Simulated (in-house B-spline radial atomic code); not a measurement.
Checks on a self-consistent run for an ion of nuclear charge 56.1 with 49 electrons, [Kr] 4d10 5s2 5p1. Level of theory: Dirac-Hartree-Fock, average of configuration, Fermi nucleus of rms radius 4.8378 fm; calculated with an all-electron radial atomic-structure program (B-spline basis).

```tsv
orbital	q	ε (Eh)	<1/r>	<r²>	small-component weight
1s1/2	2	-1392.64308	60.8292	0.000884591	0.042964
2s1/2	2	-226.91745	14.3073	0.0140593	0.0093034
2p1/2	2	-213.39513	14.2492	0.0103865	0.0092938
2p3/2	4	-199.20316	13.0083	0.0116495	0.008774
3s1/2	2	-52.21171	5.16085	0.0959102	0.0028362
3p1/2	2	-46.49541	5.061	0.0910542	0.0027654
3p3/2	4	-43.68047	4.75658	0.0985583	0.0026275
3d3/2	4	-33.79290	4.6055	0.0814713	0.0024927
3d5/2	6	-33.20122	4.52743	0.0836202	0.0024513
4s1/2	2	-13.54947	2.10021	0.505266	0.00083386
4p1/2	2	-11.37037	1.99161	0.546237	0.00076808
4p3/2	4	-10.77432	1.89974	0.585595	0.00072925
4d3/2	4	-7.15401	1.68538	0.70242	0.00059617
4d5/2	6	-7.05054	1.66087	0.719123	0.00058423
5s1/2	2	-4.31372	0.879374	2.51248	0.0002123
5p1/2	0.33333	-3.75999	0.811489	2.91835	0.00018766
5p3/2	0.66667	-3.64923	0.783648	3.08629	0.0001793
```

Electron-electron repulsion V_ee = 2813.8275 hartree.

Task: What total energy follows from the eigenvalues?

Result: The eigenvalues count the repulsion twice, so E = Σqε - V_ee = -5345.409 - 2813.828 = -8159.236 hartree; the run printed -8159.236.

Task: Does the Dirac virial theorem hold?

Result: For a point nucleus E = -2c²Σq·w, with w the small-component weight. Here Σq·w = 0.21723 and c = 137.0360, so the ratio E/(-2c²Σq·w) is 1.000075; the finite nucleus accounts for the departure from 1.

Task: What diamagnetic shielding (Lamb formula) and susceptibility (Langevin formula) do the radii give?

Result: σ = (α²/3)Σq<1/r> = 350.902/(3·137.036²) = 6228.7 ppm, and χ = -0.79199×10⁻⁶·Σq<r²> = -16.88×10⁻⁶ cm³/mol with Σq<r²> = 21.318 bohr². Both are non-relativistic formulas without the paramagnetism of open shells; for so heavy an element the full relativistic shielding is larger by tens of per cent.
